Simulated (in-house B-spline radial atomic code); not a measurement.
**Binding energies in the platinum ion Pt²⁷⁺**

NIST's tabulated ground configuration is [Kr] 4d10 4f5; each binding energy is the energy of the ion with one electron taken from that subshell, relaxed, less that of the parent. Level of theory: Dirac-Hartree-Fock, average of configuration, Fermi nucleus of rms radius 5.427 fm; calculated with a radial B-spline atomic code at the basis-set limit. Energies include first-order Breit, QED and recoil terms.

```
subshell  X-ray name  binding energy (eV)  -ε (eV)  relaxation (eV)
      1s           K              79308.9  79799.0             72.9
      2s          L1              14807.8  14897.3             36.2
   2p1/2          L2                14193  14286.4             41.0
   2p3/2          L3              12484.3  12555.0             37.4
      3s          M1               4220.3   4245.3             13.9
   3p1/2          M2               3947.9   3973.2             14.9
   3p3/2          M3               3565.5   3585.2             13.4
   3d3/2          M4               3119.3   3139.3             15.9
   3d5/2          M5               3038.5   3056.7             15.3
      4s          N1               1575.8   1581.5              2.8
   4p1/2          N2               1457.5   1463.0              2.8
   4p3/2          N3                 1355   1358.9              2.4
   4d3/2          N4               1159.6   1163.0              2.5
   4d5/2          N5               1139.4   1142.3              2.4
      4f        N6,7                904.7    907.3              2.6
```

Relaxation = -ε minus the binding energy without Breit, QED and recoil terms.

Emission lines follow as differences of binding energies, with λ = 12398.42 eV·Å / E:

```tsv
line	holes	energy (eV)	wavelength (Å)
K-L3	1s → 2p3/2	66824.6	0.18554
K-L2	1s → 2p1/2	65115.9	0.19041
K-M3	1s → 3p3/2	75743.4	0.16369
L3-M5	2p3/2 → 3d5/2	9445.8	1.3126
L2-M4	2p1/2 → 3d3/2	11073.7	1.1196
L1-M3	2s → 3p3/2	11242.3	1.1028
L3-M1	2p3/2 → 3s	8264.0	1.5003
L2-N4	2p1/2 → 4d3/2	13033.4	0.95128
```

(1) What screening constant σ does Moseley's law, E = (3/4)·13.6057 eV·(Z - σ)², need for K-L3?

Moseley's non-relativistic formula needs a falling, then negative, screening constant for heavy elements, because relativity binds the 1s electron more strongly than the formula allows.

(2) What does it cost to remove both a 3p1/2 and a 4d5/2 electron?

(3) What does it cost to remove both a 1s and a 3d3/2 electron?

(4) What does it cost to remove both a 1s and a 4f electron?

Results:

(1) σ = -2.92.

(2) 5148.9 eV, which is 61.59 eV more than the two single binding energies together.

(3) 82572 eV, which is 143.7 eV more than the two single binding energies together.

(4) 80274 eV, which is 60.71 eV more than the two single binding energies together.
